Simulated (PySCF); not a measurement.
C₃H₃F₄, multiplicity 2. Atoms are numbered in the order given.

```xyz
10

F      2.1410    -0.6848    -0.8285
C      1.7619    -0.0386     0.2789
C      0.4503    -0.4288     0.8524
C     -0.7580     0.1405     0.1148
F     -0.7947    -0.2661    -1.1620
F     -1.9034    -0.2451     0.7009
F     -0.7360     1.4853     0.1120
H      2.1879     0.9645     0.3776
H      0.3443    -1.5258     0.8496
H      0.3809    -0.0801     1.8944
```
Charge 0, spin multiplicity 2.

The structure is a stationary point at B3LYP-D3(BJ)/def2-SVP. The isomer is the one that the SMILES or the coordinates give; other isomers of the formula were not compared. Other conformers were not sampled.

These are PBE/def2-TZVP in PySCF values and carry that method's errors.

ESP charges are fitted to the potential on shells at 1.4 to 2.0 van der Waals radii. Atomic charges (e):

| atom | ESP fit | meta-Löwdin | Mulliken spin |
|---|---|---|---|
| F1 | -0.08 | -0.22 | 0.08 |
| C2 | -0.12 | 0.10 | 0.90 |
| C3 | -0.30 | -0.28 | -0.04 |
| C4 | 0.53 | 0.74 | 0.05 |
| F5 | -0.16 | -0.25 | 0.00 |
| F6 | -0.20 | -0.26 | 0.01 |
| F7 | -0.17 | -0.26 | 0.00 |
| H8 | 0.17 | 0.13 | -0.03 |
| H9 | 0.18 | 0.15 | 0.02 |
| H10 | 0.15 | 0.15 | 0.01 |

Computed Mayer and Wiberg (Löwdin basis) orders of the bonds:
```csv
bond,Mayer,Wiberg
F1–C2,1.13,1.88
C2–C3,1.06,1.40
C3–C4,0.98,1.15
C4–F5,1.18,1.78
C4–F6,1.17,1.77
C4–F7,1.16,1.76
C2–H8,0.96,0.91
C3–H9,0.92,0.81
C3–H10,0.92,0.81
```
